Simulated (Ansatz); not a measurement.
Harmonic frequencies (cm⁻¹) at PBE0-D4/def2-TZVP from Ansatz: 214, 222, 334, 615, 741, 784, 1195, 1235, 3185.

Which molecule is it?
A. `ClC(Cl)Br`
B. `FC(Cl)(Br)Br`
C. `FC(F)(Br)Br`
D. `FC(F)(F)Cl`

A.
